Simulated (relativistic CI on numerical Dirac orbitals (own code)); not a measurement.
Radial Dirac CI calculation of Sr³⁵⁺.

Command:

```sh
python run_levels.py task.json out
```

Input:

```
atom Sr  Z=38  charge=35  electrons=3
nucleus A=88  rms_radius_fm=4.2240
hamiltonian dirac-coulomb  breit=on  qed=on  c_scale=1
orbitals kli  potential=per-configuration
slater_scale 1
correlation none
mixing on
grid step=0.0125 r_max=3.4
scf mixing=0.4 start=green max_iterations=150 tolerance=2e-08 node_fill=0.05
configurations
  [He] 2s
  [He] 2p
  [He] 3s
end
```

Output:

```
SCF 1: [He] 2s
 iter      energy (Ha)   residual   last orbital (Ha)
    1     -1617.734074   1.22e+00   -181.50525
    2     -1617.994435   7.35e-01   -176.66194
    3     -1618.142809   4.45e-03   -169.60294
    4     -1618.142780   1.61e-04   -169.58327
    5     -1618.142780   1.62e-06   -169.58101
    6     -1618.142780   7.42e-08   -169.58101
    7     -1618.142780   9.95e-10   -169.58101
SCF 2: [He] 2p
 iter      energy (Ha)   residual   last orbital (Ha)
    1     -1612.750260   1.27e+00   -177.97017
    2     -1613.092616   7.64e-01   -172.17550
    3     -1613.285063   6.12e-03   -163.76651
    4     -1613.285127   2.67e-04   -163.74663
    5     -1613.285128   3.93e-06   -163.74295
    6     -1613.285128   1.19e-07   -163.74294
    7     -1613.285128   5.16e-09   -163.74294
SCF 3: [He] 3s
 iter      energy (Ha)   residual   last orbital (Ha)
    1     -1522.674093   1.20e+00    -78.10120
    2     -1522.837418   7.20e-01    -76.58725
    3     -1522.930105   3.06e-03    -74.40843
    4     -1522.930106   9.42e-04    -74.40475
    5     -1522.930106   3.98e-06    -74.40210
    6     -1522.930106   2.16e-07    -74.40210
    7     -1522.930106   9.89e-09    -74.40210
orbital energies (Ha): 1s -699.6069  2s -169.5810
configuration averages (Ha): Dirac-Coulomb, Breit, QED
  2s                           -1618.142780    0.796971    1.064390
  2p                           -1613.285128    0.813503    0.997995
  3s                           -1522.930106    0.748237    1.015419
levels: no., configuration, term, J, E (cm-1), weight
   1 2s                     2S   1/2              0.0  1.00
   2 2p                     2P*  1/2         614917.0  1.00
   3 2p                     2P*  3/2        1275332.3  1.00
   4 3s                     2S   1/2       20875218.3  1.00
lowest total energy -1616.281477 Ha
end: converged
```
